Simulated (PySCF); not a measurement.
PySCF input file for Si(H)2(OH)(OSiH3) (H6O2Si2), SMILES [SiH3]O[SiH2]O, IEF-PCM-M06-2X/def2-SVP. Geometry optimised at PBE-D3(BJ)/def2-SVP. One conformer was computed; it need not be the lowest.

```python
import numpy as np
from pyscf import gto, scf, dft
from pyscf.solvent import pcm

mol = gto.M(
    atom='''
    Si    1.12303306    0.20839246   -0.57789136
    O     1.97696208   -0.02900802    0.84208824
    O    -0.44567311   -0.36489117   -0.47686590
    Si   -1.86543721   -0.01581673    0.34635992
    H     1.74147320   -0.52921502   -1.72889373
    H     1.11983607    1.69242095   -0.77179789
    H     2.18136935   -0.95605356    1.05588981
    H    -1.98899411    1.46592527    0.58787187
    H    -1.89210534   -0.73266694    1.66860798
    H    -3.01823259   -0.48527741   -0.49201660
    ''',
    basis='def2-SVP',
    charge=0,
    spin=0,
    max_memory=1600,
    verbose=3,
)
mf = dft.RKS(mol, xc='m06-2x').density_fit(auxbasis='def2-universal-jkfit')
mf.grids.level = 4
mf.conv_tol = 1e-9
mf.max_cycle = 100
mf.kernel()
res = {}
for name, eps in {'water': 78.355, 'N,N-dimethylformamide': 37.219, '1-octanol': 9.8629}.items():
    s = mf.PCM()
    s.with_solvent.method, s.with_solvent.eps, s.with_solvent.lebedev_order = 'IEF-PCM', eps, 29
    s.kernel(mf.make_rdm1())
    res[name] = (s.e_tot, eps, s.dip_moment(), s.mo_energy, s.converged)
    print(f'{name}: electrostatic solvation free energy {(s.e_tot - mf.e_tot) * 627.509474:.3f} kcal/mol')
```

Output:

```
converged SCF energy = -732.753909056441

WARN: PCM is an experimental feature. It is still in testing.
Features and APIs may be changed in the future.

converged SCF energy = -732.760648981118
Dipole moment(X, Y, Z, Debye):  0.06054, -1.15345,  0.17237
water: electrostatic solvation free energy -4.229 kcal/mol

WARN: PCM is an experimental feature. It is still in testing.
Features and APIs may be changed in the future.

converged SCF energy = -732.760486404389
Dipole moment(X, Y, Z, Debye):  0.06013, -1.14789,  0.17099
N,N-dimethylformamide: electrostatic solvation free energy -4.127 kcal/mol

WARN: PCM is an experimental feature. It is still in testing.
Features and APIs may be changed in the future.

converged SCF energy = -732.759679472071
Dipole moment(X, Y, Z, Debye):  0.05809, -1.12106,  0.16420
1-octanol: electrostatic solvation free energy -3.621 kcal/mol
```

The calculation finished and met its thresholds.
